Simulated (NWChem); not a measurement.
TeI2; SMILES I[Te]I

```xyz
3

Te     0.0000     0.0000     1.1388
I      2.1456     0.0000    -0.5584
I     -2.1456     0.0000    -0.5584
```
Atoms are numbered in this order, from 1.

Level: PBE-D3(BJ)/def2-SVP with def2 effective core potentials on Te, I (NWChem), optimised geometry, unscaled harmonic frequencies. def2 effective core potentials on Te, I; no spin-orbit coupling.

```
frequency (cm⁻¹)  IR intensity (km/mol)
----------------  ---------------------
57                                  0.1
193                                19.2
193                                 1.2
```

```yaml
zero_point_energy: 0.6 kcal/mol
thermal correction to the enthalpy at 298.15 K (with zero-point energy): 4.2 kcal/mol
heat capacity Cv: 11.6 cal/(mol K)
entropy at 298.15 K and 1 atm (symmetry number 2): 82.6 cal/(mol K)
```

Rigid rotor and harmonic oscillator; modes under 100 cm⁻¹ make the entropy uncertain.
